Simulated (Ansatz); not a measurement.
A nudged elastic band was laid between two geometries of CH₇BN₂O (12 atoms, charge 0, multiplicity 1).

Computed with RKS PBE0-D4/6-31G* in Ansatz.

```
movable images  : 7
climbing image  : yes
spring          : 5.0 eV/Å²
optimiser       : quadratic models (default)
start path      : IDPP
force threshold : 0.05 eV/Å
iteration limit : 57
end points      : relaxed
```

Image 0:

```xyz
12
Properties=species:S:1:pos:R:3
N -1.293 0.907 0.769
C -0.617 -0.365 0.461
B 0.589 -0.046 -0.540
N 1.651 -0.939 -0.772
O 0.537 1.154 -1.193
H -0.765 1.411 1.476
H -2.216 0.750 1.162
H -1.337 -0.999 -0.075
H -0.316 -0.940 1.353
H 1.742 -1.828 -0.310
H 2.381 -0.739 -1.437
H -0.279 1.579 -0.861
```

Image 8:

```xyz
12
Properties=species:S:1:pos:R:3
N -1.646 0.551 0.823
C -0.670 -0.480 0.435
B 0.638 0.011 -0.341
N 1.637 -0.890 -0.753
O 0.815 1.345 -0.627
H -1.998 1.042 0.005
H -1.218 1.244 1.431
H -1.208 -1.228 -0.166
H -0.387 -1.021 1.350
H 1.594 -1.882 -0.590
H 2.463 -0.586 -1.245
H 0.058 1.839 -0.288
```

(1) Which bonds break or form, and what moves?

(2) What energy profile does the band end with?

(3) What is the geometry of the highest image?

Answers

(1) No bond is made or broken. The dihedral H6–N1–C2–B3 goes from -80 to 60°.

(2) The run converged. The highest image is number 5 of 0 to 8, 0.40 eV above the first end and 0.17 eV above the last; the last end lies 0.23 eV above the first. A vibrational analysis at the climbing image gives 2 clearly imaginary modes (375i, 103i cm⁻¹): a point of higher order, so a lower path passes nearby.

```tsv
image	path coordinate (Å)	energy (eV)	dihedral H6–N1–C2–B3 (°)
0	0.00	0.00	-80
1	0.38	0.03	-70
2	0.76	0.12	-55
3	1.15	0.25	-40
4	1.53	0.36	-22
5	1.91	0.40	-2
6	2.38	0.35	21
7	2.85	0.27	44
8	3.31	0.23	60
```

(3) 
```xyz
12
Properties=species:S:1:pos:R:3
N -1.680 0.693 0.663
C -0.756 -0.386 0.285
B 0.649 0.007 -0.363
N 1.559 -1.012 -0.705
O 1.055 1.297 -0.623
H -1.283 1.612 0.494
H -1.873 0.663 1.658
H -1.269 -1.060 -0.420
H -0.534 -1.020 1.158
H 1.372 -1.993 -0.581
H 2.444 -0.810 -1.143
H 0.393 1.954 -0.389
```

The run took 3.2 min on 1 thread of Arm Neoverse V2, on a shared host, peak memory 0.18 GiB.
